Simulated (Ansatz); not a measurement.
Ansatz (a quantum-chemistry and plane-wave program) input (LC-wPBE/def2-TZVPD):

Ansatz 0.2 input:
```yaml
crystal:
  periodic: [false, false, false]
  atoms:
    - {symbol: C, position_ang: [2.21856270, -0.08565905, -0.54710759]}
    - {symbol: C, position_ang: [0.96334833, -0.03719503, -0.23756605]}
    - {symbol: B, position_ang: [-0.50430132, 0.01947115, 0.12436298]}
    - {symbol: O, position_ang: [-1.13054049, 1.24341415, 0.07331760]}
    - {symbol: O, position_ang: [-1.12235276, -1.15642959, 0.48225606]}
    - {symbol: H, position_ang: [3.00860031, 0.04339746, 0.19443884]}
    - {symbol: H, position_ang: [2.56226028, -0.25848926, -1.56823824]}
    - {symbol: H, position_ang: [-2.06281222, 1.24461130, 0.30917974]}
    - {symbol: H, position_ang: [-2.05486197, -1.08562725, 0.70625732]}
basis:
  gaussian:
    orbitals: def2-TZVPD
hamiltonian:
  xc: {name: LC-wPBE}
magnetization: {spin_polarized: true, initial_magnetization: 1}
output: {forces: true}
```

End of the output:

```
integrals: 0.15 GiB planned
1085 factors; their error is unknown
integrals: 0.20 GiB planned
496 factors; integrals over basis functions are off by at most 2.8e-5 eV
0.36 GiB of the device are held for the grids
1.43 GiB of device memory are held for the factors and their scratch space
mean field: 1.20 GiB planned
mean field evaluation 1: about -6901.1873 eV, gradient 4.6e1 eV
mean field evaluation 2: about -6902.6188 eV, gradient 4.4e1 eV
mean field evaluation 4: about -6908.2579 eV, gradient 1.3e0 eV
mean field evaluation 8: about -6908.2762 eV, gradient 1.4e-1 eV
mean field evaluation 16: about -6908.2536 eV, gradient 5.6e-4 eV
mean field -6908.25357817 eV, -253.8736364152 hartree, gradient 2.9e-5 eV, S^2 0.763566; 0 other end points of the search recorded, 0 dependent functions left out
the calculation of the forces begins
reference -6908.25357818 eV, -253.8736364155 hartree; 19, 18 occupied and 208, 209 virtual orbitals, 1085 factors
Total energy: -6908.25357818 eV, -253.8736364155 hartree
Atom 0 at     2.218563    -0.085659    -0.547108 Å, force    -0.081311     0.003139     0.020052 eV/Å
Atom 1 at     0.963348    -0.037195    -0.237566 Å, force     0.318924    -0.012314    -0.078648 eV/Å
Atom 2 at    -0.504301     0.019471     0.124363 Å, force    -0.163359     0.006307     0.040285 eV/Å
Atom 3 at    -1.130540     1.243414     0.073318 Å, force    -0.081555    -0.164623     0.048845 eV/Å
Atom 4 at    -1.122353    -1.156430     0.482256 Å, force    -0.082700     0.170965    -0.008339 eV/Å
Atom 5 at     3.008600     0.043397     0.194439 Å, force    -0.075160     0.001953     0.012966 eV/Å
Atom 6 at     2.562260    -0.258489    -1.568238 Å, force    -0.072506     0.003748     0.023449 eV/Å
Atom 7 at    -2.062812     1.244611     0.309180 Å, force     0.118836    -0.005411    -0.029165 eV/Å
Atom 8 at    -2.054862    -1.085627     0.706257 Å, force     0.118831    -0.003766    -0.029445 eV/Å
Dipole moment:    -0.390106     0.015062     0.096202 e Å
```

It need not be the lowest isomer of its formula.
